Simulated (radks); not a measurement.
Values are calculated unless marked as measured or tabulated.
The mean radii <r> (bohr) of the occupied orbitals of an atom or ion are listed with their occupations. Code: a radial shooting solver on a logarithmic mesh with Libxc functionals. Model: scalar-relativistic Kohn-Sham, PBE, spin-polarised, spherical densities, finite nucleus; Fermi nuclear charge, rms radius of each element as measured or else 0.836 A^(1/3) + 0.57 fm.

orbital  occ.     <r>
1s up       1  0.5819
1s down     1  0.5815
2s up       1   3.790

Name the element and its charge. Open shells, if any, are filled with parallel spins first.

Answer. Z = 3, lithium, charge 0: Li in [He] 2s1. The 1s radius gives Z: for a bare nucleus <r> = (2 gamma + 1)/(2Z) with gamma = sqrt(1 - (Z/c)^2), 0.4999 bohr for Z = 3, and screening makes it slightly larger (0.5819 here). The occupations add up to 3, and the charge is Z minus that.
